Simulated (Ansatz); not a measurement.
Species: C2H5B, SMILES `BC=C` (charge 0, multiplicity 1).

**Question.** Give a relaxed geometry from Ansatz (a first-principles code) with B3LYP-D3(BJ)/def2-TZVP.

**Answer.** Several could match; the one computed here: the end point of this relaxation, one of several conformers (outside a Z-matrix the atoms follow the SMILES, hydrogens last).
Z-matrix (Å, degrees):
```
C
C 1 1.3411
H 2 1.0848 1 120.80
H 2 1.0856 3 116.26 1 -179.99
H 1 1.0875 2 117.58 3 -179.99
B 1 1.5346 5 121.29 2 -179.96
H 6 1.1923 1 121.81 5 0.05
H 6 1.1940 7 119.27 1 -179.98
```
